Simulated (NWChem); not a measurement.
System: CH$_{5}$BOS; SMILES O(C)BS

Output (shortened):

```
             Northwest Computational Chemistry Package (NWChem) 7.3.0
             --------------------------------------------------------

                             Geometry "geometry" -> ""
                             -------------------------

 Output coordinates in angstroms (scale by  1.889725989 to convert to a.u.)

  No.       Tag          Charge          X              Y              Z
 ---- ---------------- ---------- -------------- -------------- --------------
    1 B                    5.0000    -0.94459305    -0.07176392    -0.00622678
    2 H                    1.0000    -2.12328705    -0.33000793    -0.01519778
    3 O                    8.0000    -0.59200705     1.22441408    -0.01407278
    4 C                    6.0000     0.72350595     1.71509508    -0.00172377
    5 H                    1.0000     0.78577295     2.57587408    -0.74612978
    6 H                    1.0000     0.96664095     2.10716808     1.04192323
    7 H                    1.0000     1.47742395     0.90802508    -0.29168378
    8 S                   16.0000     0.28937295    -1.41130293     0.01225723
    9 H                    1.0000    -0.61853205    -2.40727593    -0.03096878

 Effective nuclear repulsion energy (a.u.)     148.0783563174

                                Z-matrix (autoz)
                                --------

 Units are Angstrom for bonds and degrees for angles

[...]

      ----------------------
      Optimization converged
      ----------------------

  Step       Energy      Delta E   Gmax     Grms     Xrms     Xmax
  ---- ---------------- -------- -------- -------- -------- --------
@   28    -538.90693612  8.6D-11  0.00000  0.00000  0.00001  0.00003
                                     ok       ok       ok       ok

                                Z-matrix (autoz)
                                --------

 Units are Angstrom for bonds and degrees for angles

[...]

 Rotational Constants
 --------------------
 A=   0.474624 cm-1  (  0.682863 K)
 B=   0.122820 cm-1  (  0.176706 K)
 C=   0.099428 cm-1  (  0.143051 K)

 Temperature                      =   298.15K
 frequency scaling parameter      =   1.0000

 Zero-Point correction to Energy  =   41.251 kcal/mol  (  0.065737 au)
 Thermal correction to Energy     =   44.740 kcal/mol  (  0.071298 au)
 Thermal correction to Enthalpy   =   45.332 kcal/mol  (  0.072242 au)

 Total Entropy                    =   74.503 cal/mol-K
   - Translational                =   38.883 cal/mol-K (mol. weight =  76.0154)
   - Rotational                   =   25.124 cal/mol-K (symmetry #  =        1)
   - Vibrational                  =   10.497 cal/mol-K

 Cv (constant volume heat capacity) =   17.650 cal/mol-K
   - Translational                  =    2.979 cal/mol-K
   - Rotational                     =    2.979 cal/mol-K
   - Vibrational                    =   11.691 cal/mol-K

[normal modes left out]

 ----------------------------------------------------------------------------
 Normal Eigenvalue ||           Projected Infra Red Intensities
  Mode   [cm**-1]  || [atomic units] [(debye/angs)**2] [(KM/mol)] [arbitrary]
 ------ ---------- || -------------- ----------------- ---------- -----------
    1       -0.000 ||    0.000280           0.006         0.273       0.082
    2       -0.000 ||    0.000072           0.002         0.070       0.021
    3       -0.000 ||    0.000000           0.000         0.000       0.000
    4       -0.000 ||    0.000058           0.001         0.057       0.017
    5        0.000 ||    0.000329           0.008         0.321       0.096
    6        0.000 ||    0.000068           0.002         0.066       0.020
    7       72.738 ||    0.000014           0.000         0.014       0.004
    8      191.844 ||    0.004658           0.107         4.541       1.359
    9      265.199 ||    0.022311           0.515        21.750       6.507
   10      421.805 ||    0.003517           0.081         3.428       1.026
   11      459.382 ||    0.000103           0.002         0.100       0.030
   12      717.028 ||    0.005534           0.128         5.394       1.614
   13      822.471 ||    0.018773           0.433        18.301       5.476
   14      866.728 ||    0.062306           1.437        60.739      18.173
   15      982.332 ||    0.012849           0.296        12.526       3.748
   16     1154.987 ||    0.114135           2.633       111.264      33.289
   17     1175.560 ||    0.000242           0.006         0.236       0.071
   18     1192.084 ||    0.004899           0.113         4.776       1.429
   19     1385.072 ||    0.359502           8.294       350.460     104.855
   20     1468.619 ||    0.016235           0.375        15.827       4.735
   21     1474.111 ||    0.010867           0.251        10.593       3.169
   22     1495.883 ||    0.089830           2.072        87.571      26.200
   23     2646.402 ||    0.131536           3.035       128.228      38.365
   24     2742.775 ||    0.000034           0.001         0.033       0.010
   25     3038.237 ||    0.030461           0.703        29.695       8.885
   26     3126.298 ||    0.019507           0.450        19.017       5.690
   27     3169.465 ||    0.017596           0.406        17.154       5.132
 ----------------------------------------------------------------------------
```

Level: PBE0/def2-SVP. 

Problem. Reconstruct the input file.

Solution. Several could match; the one computed here: the input that was run:
```
start job
memory heap 200 mb stack 900 mb global 1100 mb
geometry units angstroms noautosym
  B     -0.937275    -0.061017    -0.005725
  H     -2.115969    -0.319261    -0.014696
  O     -0.584689     1.235161    -0.013571
  C      0.730824     1.725842    -0.001222
  H      0.793091     2.586621    -0.745628
  H      0.973959     2.117915     1.042425
  H      1.484742     0.918772    -0.291182
  S      0.296691    -1.400556     0.012759
  H     -0.611214    -2.396529    -0.030467
end
basis spherical
  * library def2-svp
end
dft
  xc pbe0
  grid fine
  iterations 150
end
driver
  maxiter 120
  tight
end
task dft optimize
task dft freq
```
